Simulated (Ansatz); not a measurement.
`[BH2][AlH][O][SiH3]`, relaxed with RKS PBE0-D4/def2-TZVP in Ansatz from a PBE-D4/def2-SVP geometry. The force threshold is 0.005 eV/Å; the program also tests the step.

Charge 0, multiplicity 1.

Start:

```xyz
10

B    -0.139   -2.541    0.360
Al    0.605   -0.943   -0.827
O     0.228    0.669   -0.350
Si   -0.250    2.146    0.239
H    -1.218   -3.074    0.149
H     0.478   -3.009    1.304
H     1.501   -1.088   -2.149
H    -1.114    2.853   -0.772
H    -1.044    1.983    1.510
H     0.952    3.002    0.536
```

Problem. How much energy does the relaxation release, and in how many steps? (Estimate.)

Solution. The calculation gave: 6.14 kJ/mol, in 4 steps.

Problem. Which bonds change most? (An estimate is asked.)

Solution. Ansatz gave: O3–Si4 from 1.661 to 1.621 Å; Al2–O3 from 1.722 to 1.690 Å; B1–H5 from 1.222 to 1.200 Å; B1–H6 from 1.221 to 1.200 Å.

Problem. Give the relaxed structure. (Best estimate.)

Solution. Ansatz gave: 
```xyz
10

B    -0.142   -2.508    0.362
Al    0.599   -0.910   -0.819
O     0.213    0.667   -0.350
Si   -0.247    2.109    0.232
H    -1.206   -3.025    0.161
H     0.470   -2.973    1.283
H     1.496   -1.066   -2.121
H    -1.100    2.815   -0.762
H    -1.027    1.942    1.489
H     0.945    2.949    0.525
```
